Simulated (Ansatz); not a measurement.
`OB(Cl)Cl` at its PBE0-D4/def2-TZVP geometry, where that method's forces vanish. The species carries charge 0 and has multiplicity 1.

```csv
atom,x (Å),y (Å),z (Å)
O1,-0.795,0.511,-0.549
B2,0.048,-0.109,0.289
Cl3,-0.460,-0.396,1.934
Cl4,1.644,-0.634,-0.239
H5,-0.437,0.628,-1.434
```

(1) For each bond, give half the difference of the two atoms' forces along it (eV/Å; positive pushes the atoms apart) under PBE-D4, r2SCAN-D4, B3LYP-D4, ωB97M-V in def2-TZVPP. (Estimate.)

## Answers

(1) Ansatz gave: 
| bond | length (Å) | PBE-D4 | r2SCAN-D4 | B3LYP-D4 | ωB97M-V |
| --- | --- | --- | --- | --- | --- |
| O1–B2 | 1.341 | 0.39 | 0.16 | 0.06 | 0.10 |
| O1–H5 | 0.962 | 0.33 | -0.02 | -0.03 | -0.09 |
| B2–Cl3 | 1.745 | 0.07 | 0.03 | 0.11 | 0.05 |
| B2–Cl4 | 1.762 | 0.05 | 0.03 | 0.14 | 0.05 |

B3LYP here is the variant with VWN-RPA as its local correlation; programs differ in this.
